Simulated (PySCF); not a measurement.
# Structure from 2D NMR

Compound of formula C$_{6}$H$_{5}$FO$_{2}$Si. Correlations simulated from computed shifts and the bond graph:

HSQC (one-bond C–H):
| δH | δC |
| --- | --- |
| 7.98 | 162.9 |
| 2.13 | 5.5 |
| 1.93 | 101.4 |

HMBC (two and three bonds, from the bond graph):
| δH | δC |
| --- | --- |
| 2.13 | 113.4, 80.7 |
| 1.93 | 84.8 |

Carbons without hydrogens: δ 113.4, 84.8, 80.7.

- structure optimised with GFN2-xTB
- NMR shieldings at PBE0/pcSseg-1/GIAO
- program: PySCF 2.14
- no solvent, single conformer, non-relativistic Hamiltonian, averaged over atoms made equivalent by symmetry, fast rotation or ring inversion

References, each an isolated molecule treated in the same way: 1H and 13C against TMS.

Exchangeable hydrogens are left out of these lists.

Question: Work out the connectivity.

Answer: `C#C[Si@@](F)(C#CC)OC=O`.

Mapped SMILES: `[CH:1]#[C:2][Si@@:3]([F:4])([C:5]#[C:6][CH3:7])[O:8][CH:9]=[O:10]` (H(Xn): hydrogen on atom n).

δC 162.9 is C9, a carbonyl carbon (δH 7.98). δC 113.4 is C6, an alkyne carbon. δC 101.4 is C1, a terminal alkyne carbon (δH 1.93). δC 84.8 is C2, an alkyne carbon. δC 80.7 is C5, an alkyne carbon. δC 5.5 is C7, a propargylic methyl carbon (δH 2.13). HMBC from δH 2.13 reaches the proton-free carbons C6, C5. HMBC from δH 1.93 reaches the proton-free carbon C2.

The data come from this structure; uniqueness wasn't tested.

Shifts are as computed. Against solution values, carbons near 30 ppm lie about +3 ppm off and those near 130 ppm about +5 ppm. Of 1309 compounds with measured shifts, 239 miss one by over three times the rms of a fit or turn the order of signals round; such compounds aren't used in these exercises.
